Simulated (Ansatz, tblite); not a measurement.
Forces on the cluster Pb₂S⁺ at its PBE-D4/def2-TZVP geometry. The state is a doublet with charge 1.

In the def2 sets Pb takes a core potential; there is no spin–orbit coupling. The xTB rows come from tblite. Another isomer (doublet) lies 0.51 eV lower at PBE0-D4/def2-TZVP; other spin states weren't run for this one.

GFN1-xTB (tblite), largest force 0.88 eV/Å:

```xyz
3
positions Å, forces eV/Å
Pb   -1.783   -1.417    0.936    0.634    0.503   -0.332
Pb    1.782    1.419   -0.936   -0.634   -0.506    0.333
S     0.001   -0.001    0.000    0.000    0.003   -0.001
```

GFN2-xTB (tblite), largest force 0.51 eV/Å:

```
Pb 0.365 0.290 -0.192
Pb -0.365 -0.292 0.192
S 0.000 0.002 -0.001
```

PBE-D4/def2-TZVP (Ansatz), largest force 0.01 eV/Å:

```
Pb -0.006 -0.005 0.003
Pb 0.005 0.004 -0.003
S 0.001 0.001 -0.001
```
